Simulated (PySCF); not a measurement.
C2H7O2, SMILES OCC[OH2+], charge +1.

Geometry: PBE0-D3(BJ)/def2-SVP. The isomer is the one that the SMILES or the coordinates give; other isomers of the formula were not compared. One conformer was computed; it need not be the lowest.

Computed with SMD-B3LYP/6-31G* run with PySCF.

Solvation free energies are E(SMD) − E(gas) at the gas-phase geometry, for 1 M in both phases.

**Question.** Rank water, chlorobenzene, N,N-dimethylformamide by solvation free energy, most negative first.

**Answer.** water (-70.2 kcal/mol), N,N-dimethylformamide (-62.1 kcal/mol), chlorobenzene (-52.9 kcal/mol)
